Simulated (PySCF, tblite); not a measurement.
Compound: C₇H₉OP.
Structure used (PBE0-D3(BJ)/def2-SVP), in Å, numbered top down from 1:
```
atom  x, y, z in Å
C1     2.4535   -1.2630    0.4087
C2     1.1044   -0.6441    0.1519
C3     0.9826    0.8239   -0.0898
P4     0.2758    0.2845    1.5434
C5    -1.4700    0.0786    1.0885
C6    -2.5835    0.1192    1.8866
C7    -3.7065   -0.1073    1.0328
C8    -3.1933   -0.2688   -0.2190
O9    -1.8493   -0.1591   -0.1941
H10    3.0758   -0.6193    1.0502
H11    2.9987   -1.4148   -0.5381
H12    2.3583   -2.2389    0.9073
H13    0.4115   -1.2605   -0.4317
H14    0.2674    1.1626   -0.8447
H15    1.8923    1.4312   -0.0225
H16   -2.5916    0.2933    2.9607
H17   -4.7570   -0.1445    1.3126
H18   -3.6418   -0.4602   -1.1907
```

Jobs on this species (18 atoms, 74 electrons) with PySCF (density fitting) and tblite. Hardware of each: one thread of an Intel Xeon Platinum 8488C, shared host. Other jobs ran on the host; a repeat could differ by tens of per cent or more.

```tsv
level and settings	work	basis functions	SCF cycles	wall time
GFN2-xTB	Hessian by finite differences	–	–	0.75 s
PBE0/pcSseg-1, IEF-PCM methanol	shieldings, ring-centre shieldings	205	?	?
PBE0-D3(BJ)/def2-SVP, grid level 1	geometry optimisation from a GFN2-xTB start shaken at random	175	?	?
B3LYP/pcSseg-1	shieldings, ring-centre shieldings	205	14	37 s
PBE0/pcSseg-1, IEF-PCM dichloromethane	shieldings, ring-centre shieldings, charges and field gradients	205	14	41 s
wB97X-D/def2-SVPD, IEF-PCM dichloromethane	6 singlets by full TDDFT, polarisability	259	14	64 s
wB97X-D/def2-SVPD	10 singlets by full TDDFT, 4 Tamm–Dancoff triplets, polarisability, dynamic polarisability, ΔSCF ions, density and orbital grids written	259	14	2.8 min
PBE0/pcSseg-1	shieldings, ring-centre shieldings, charges and field gradients, density and orbital grids written	205	14	49 s
```

Fill in the missing figures.

- PBE0/pcSseg-1, IEF-PCM methanol; shieldings, ring-centre shieldings: 40 s, 14 SCF cycles
- PBE0-D3(BJ)/def2-SVP, grid level 1; geometry optimisation from a GFN2-xTB start shaken at random: 97 s, 48 SCF cycles

What do all jobs in the table cost together?

About 8.3 min; the longest takes about 34 % of that, and about 220 times as long as the shortest.
